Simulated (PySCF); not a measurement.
## How methods differ on the excitation energy of Be

Be [He] 2s2 (1S) → Be [He] 2s1 3s1 (3S), as a difference of total energies. Calculation: PySCF 2.14, in dyall-acv3z (15s9p4d2f, 76 functions); the spin-free X2C one-electron Hamiltonian (Gaussian nucleus). Correlated levels: valence: 1s2 frozen; virtual orbitals above 40 to 60 times the deepest correlated orbital energy dropped. The calculations carry no spin-orbit coupling.

| method | excitation energy (cm⁻¹) |
| --- | --- |
| UHF | 42941 |
| MP2 (valence) | 48909 |
| SCS-MP2 (valence) | 50480 |
| CCSD (valence) | 51927 |

Errors of the correlated levels include the incompleteness of this basis and the frozen core.

With two correlated electrons CCSD is exact in that space.

Which method comes closest to the reference value, and which is furthest?

The reference is 52081 cm⁻¹ (measured; NIST levels). Closest: CCSD (valence) (error -153.81 cm⁻¹); furthest: UHF (error -9140.1 cm⁻¹).
